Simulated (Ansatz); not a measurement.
Reaction (ligand exchange at a Zn–N bond): `[NH2][Zn][N]([SiH3])[SiH3]` + `CNC` → `C[N](C)[Zn][NH2]` + `[SiH3]N[SiH3]`

Computed with Ansatz on PBE0-D4/def2-TZVP structures; ΔE is electronic, products minus reactants. CBS: MP2 limit from def2 TZ/QZ plus the TZ coupled-cluster correction, frozen cores. This one scheme is used for every species. DFT in def2-TZVPP. B3LYP here is the variant with VWN-RPA as its local correlation; programs differ in this. For Zn outer-core shells are correlated without core-valence functions, which leaves a few kJ/mol of doubt a bond. Scalar relativity is left out up to krypton. One conformer a species, not always the lowest.

```csv
level,ΔE (kJ/mol)
B3LYP-D4,34.2
BHLYP-D4,40.3
PBE,30.7
B3LYP,30.9
r2SCAN0,38.7
RPA@PBE/def2-TZVPP,39.6
CCSD(T)/def2-SVP,48.4
MP2/def2-QZVPP,38.3
```

Question: What does CCSD(T)/CBS give? (Best estimate.)

Answer: Computed: +39.4 kJ/mol. The listed levels differ from it by -5.2, 0.9, -8.7, -8.5, -0.7, 0.2, 9.0, -1.1 kJ/mol.

Question: What do rigid-rotor, harmonic-oscillator terms from PBE0-D4/def2-TZVP frequencies (298.15 K, 1 bar) make of the CCSD(T)/CBS value? (Estimate.)

Answer: Computed: ΔZPE = -3.8 kJ/mol, ΔH = +35.9 kJ/mol, ΔS = 11 J/(mol·K), ΔG = +32.7 kJ/mol. Modes under 50 cm⁻¹ make the entropy rough.

Largest T1 diagnostic among the species: 0.015.

From PBE to PBE0 (25 % exact exchange), in def2-TZVPP and without D4, ΔE moves by +4.8 kJ/mol. At CCSD(T), def2-SVP lies +9.1 kJ/mol from the extrapolated value and def2-TZVPP +0.4 kJ/mol.

CCSD(T)/CBS has its own doubt, a few kJ/mol and more with outer-core shells, so smaller differences from it don't rank the levels.
